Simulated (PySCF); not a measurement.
H₃OSi, charge -1, multiplicity 1.

```xyz
5

O      0.0000     0.0000    -1.1470
Si     0.0000     0.0000     0.4173
H     -1.1820     0.6824     1.1112
H      1.1820     0.6824     1.1112
H      0.0000    -1.3648     1.1112
```
Charge -1, spin multiplicity 1.

The structure is a stationary point at PBE0-D3(BJ)/def2-TZVPD. The multiplicity is an assumed one; other spin states were not compared. The isomer is the one that the SMILES or the coordinates give; other isomers of the formula were not compared.

The numbers are results of PBE0/pcSseg-2 run with PySCF, not measurements. Non-relativistic, no solvent.

Computed absolute GIAO shielding of each atom: isotropic value and principal components (ppm):
```csv
atom,σ(iso),σ11,σ22,σ33,span
O1,283.3,196.9,326.5,326.5,129.6
Si2,432.2,350.7,350.7,595.3,244.7
H3,25.6,22.9,23.2,30.6,7.7
H4,25.6,22.9,23.2,30.6,7.7
H5,25.6,22.9,23.2,30.6,7.7
```
